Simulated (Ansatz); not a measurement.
One change: `[CH3][Ga]([SH])[Br]` becomes `[SH][Ga]([SH])[Br]`.

Ansatz, PBE0-D4/def2-TZVP geometries, multiplicity 1. Each molecule was computed in one conformer, which needn't be the lowest.

Scalar relativity is left out up to krypton.

```tsv
property	`[CH3][Ga]([SH])[Br]`
HOMO energy (PBE0/def2-TZVPP) / eV	-7.80
LUMO energy (PBE0/def2-TZVPP) / eV	-1.05
size of the dipole moment (PBE/def2-TZVPP) / D	1.62
LUMO energy (B3LYP/def2-TZVPP) / eV	-1.28
HOMO–LUMO gap (PBE/def2-TZVPP) / eV	4.78
LUMO energy (PBE/def2-TZVPP) / eV	-1.81
```

(1) What does the change do to each property? (Estimate.)

Answers

(1) The calculation gave: 
```json
{"property": "HOMO energy (PBE0/def2-TZVPP) / eV", "`[SH][Ga]([SH])[Br]`": "-7.88", "shift": "-0.08"}
{"property": "LUMO energy (PBE0/def2-TZVPP) / eV", "`[SH][Ga]([SH])[Br]`": "-1.41", "shift": "-0.36"}
{"property": "size of the dipole moment (PBE/def2-TZVPP) / D", "`[SH][Ga]([SH])[Br]`": "0.20", "shift": "-1.42"}
{"property": "LUMO energy (B3LYP/def2-TZVPP) / eV", "`[SH][Ga]([SH])[Br]`": "-1.69", "shift": "-0.41"}
{"property": "HOMO–LUMO gap (PBE/def2-TZVPP) / eV", "`[SH][Ga]([SH])[Br]`": "4.37", "shift": "-0.41"}
{"property": "LUMO energy (PBE/def2-TZVPP) / eV", "`[SH][Ga]([SH])[Br]`": "-2.29", "shift": "-0.48"}
```

With PBE0 the HOMO falls by 0.08 eV and the LUMO falls by 0.36 eV, so the gap narrows by about 0.28 eV. PBE moves the HOMO by -0.07 eV and ωB97M-V by -0.06 eV. Dipoles are sizes alone; their direction can turn.

B3LYP here is the variant with VWN-RPA as its local correlation; programs differ in this.

Spin–orbit coupling is left out; it splits and shifts lone-pair levels of the heavy atoms by tenths of an eV.
